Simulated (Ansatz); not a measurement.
C7H7O, doublet, at a GFN2-xTB geometry; CAM-B3LYP/STO-3G (Ansatz, a first-principles code).

The Ansatz input:
Ansatz 0.2 input:
```yaml
crystal:
  periodic: [false, false, false]
  atoms:
    - {symbol: C, position_ang: [2.83341231, -0.52229446, -0.36194516]}
    - {symbol: C, position_ang: [1.37320410, -0.26033834, -0.15530754]}
    - {symbol: C, position_ang: [0.69449279, 0.72701537, -0.87066509]}
    - {symbol: C, position_ang: [-0.65808627, 0.95285421, -0.68461931]}
    - {symbol: C, position_ang: [-1.38660773, 0.19857362, 0.22514307]}
    - {symbol: O, position_ang: [-2.71755720, 0.38482881, 0.44339188]}
    - {symbol: C, position_ang: [-0.72670263, -0.79959460, 0.95445978]}
    - {symbol: C, position_ang: [0.59975440, -0.97143218, 0.72530417]}
    - {symbol: H, position_ang: [3.32113167, -0.72518755, 0.58886590]}
    - {symbol: H, position_ang: [3.31613301, 0.32924837, -0.83535057]}
    - {symbol: H, position_ang: [2.96975040, -1.39479087, -1.00143690]}
    - {symbol: H, position_ang: [1.24297420, 1.32771088, -1.58309684]}
    - {symbol: H, position_ang: [-1.15483718, 1.72822742, -1.25394417]}
    - {symbol: H, position_ang: [-3.04496580, 1.09638688, -0.11952211]}
    - {symbol: H, position_ang: [-1.28653071, -1.38892729, 1.66312985]}
basis:
  gaussian:
    orbitals: STO-3G
    symmetry_tolerance_ang: 0.01
hamiltonian:
  xc: cam_b3lyp
magnetization: {spin_polarized: true, initial_magnetization: 1}
```

The log (banner, timings and long lists left out):

```
Functional definition: CAM-B3LYP
668 factors; integrals over basis functions are off by at most 4.6e-5 eV
239 factors; integrals over basis functions are off by at most 2.1e-6 eV
mean field evaluation 1: about -9291.9709 eV, gradient 1.3e1 eV
mean field evaluation 2: about -9292.7545 eV, gradient 1.0e1 eV
mean field evaluation 4: about -9293.3337 eV, gradient 7.2e-1 eV
mean field evaluation 8: about -9293.2209 eV, gradient 1.1e-1 eV
mean field evaluation 16: about -9293.2219 eV, gradient 4.6e-4 eV
mean field -9293.22188516 eV, -341.5196051076 hartree, gradient 2.3e-5 eV, S^2 0.763495; 0 other end points of the search recorded, 0 dependent functions left out
reference -9293.22199435 eV, -341.5196091202 hartree; 29, 28 occupied and 18, 19 virtual orbitals, 668 factors
Total energy: -9293.22199435 eV, -341.5196091202 hartree
```
